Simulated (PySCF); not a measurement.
# Ionisation energy of Co by level of theory

Co [Ar] 3d7 4s2 (4F) → Co⁺ [Ar] 3d8 (3F), as a difference of total energies. Calculation: PySCF 2.14, in def2-TZVPPD (6s6p4d2f1g, 67 functions); the non-relativistic Hamiltonian (point nucleus). Correlated levels: valence and next inner shell: [Ne] frozen. The calculations carry no spin-orbit coupling.

```
                                method  ionisation energy (eV)  plus first-order spin-orbit estimate  difference from reference of that sum (eV)
                                   UHF                   7.845                                 7.853                                      -0.028
    MP2 (valence and next inner shell)                   6.513                                 6.521                                      -1.360
SCS-MP2 (valence and next inner shell)                   6.673                                 6.681                                      -1.200
   CCSD (valence and next inner shell)                   7.447                                 7.455                                      -0.426
CCSD(T) (valence and next inner shell)                   7.473                                 7.481                                      -0.400
```

Reference: 7.881 eV (measured; NIST Atomic Spectra Database, ionization energies).

A first-order spin-orbit estimate (lowest level to lowest level, LS coupling) adds 0.009 eV.

These non-relativistic numbers lack the scalar-relativistic shift.

Errors of the correlated levels include the incompleteness of this basis and the frozen core.
